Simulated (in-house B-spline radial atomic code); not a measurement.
Results of a calculation; reference values are marked as such.
# Weak and strong correlation along the adiabatic connection

Two-electron singlets in several external potentials (atomic units), by full CI in B-splines with partial waves to l = 8 (correlation energies up to 0.6 % small). The repulsion is scaled by λ at fixed density; W(λ) is the mean repulsion less the Hartree energy, W(0) = E_x, and the area under W from 0 to 1 is E_xc.

One system gave this curve:

```json
{"λ": "0", "W (hartree)": "-0.82077"}
{"λ": "0.02", "W (hartree)": "-0.82272"}
{"λ": "0.05", "W (hartree)": "-0.82559"}
{"λ": "0.12", "W (hartree)": "-0.8321"}
{"λ": "0.25", "W (hartree)": "-0.84353"}
{"λ": "0.4", "W (hartree)": "-0.85574"}
{"λ": "0.6", "W (hartree)": "-0.87054"}
{"λ": "0.8", "W (hartree)": "-0.88387"}
{"λ": "1", "W (hartree)": "-0.89592"}
{"λ": "1.4", "W (hartree)": "-0.91679"}
{"λ": "2", "W (hartree)": "-0.94188"}
{"λ": "3", "W (hartree)": "-0.97249"}
{"λ": "4.5", "W (hartree)": "-1.0031"}
{"λ": "7", "W (hartree)": "-1.0342"}
{"λ": "10", "W (hartree)": "-1.0565"}
```

Which system is it?
A. −Z/r, Z = 2.05, wall at 2.35 bohr
B. −Z/r, Z = 14
C. ω²r²/2 − Z/r, ω = 1.07, Z = 0.3
D. −Z/r, Z = 0.75, wall at 0.7 bohr

C. The exchange energy sets the size: ω²r²/2 − Z/r, ω = 1.07, Z = 0.3: E_x = -0.821, E_c = -0.0409; −Z/r, Z = 14: E_x = -8.53, E_c = -0.0457; −Z/r, Z = 0.75, wall at 0.7 bohr: E_x = -2.6, E_c = -0.0503; −Z/r, Z = 2.05, wall at 2.35 bohr: E_x = -1.18, E_c = -0.0412 hartree.
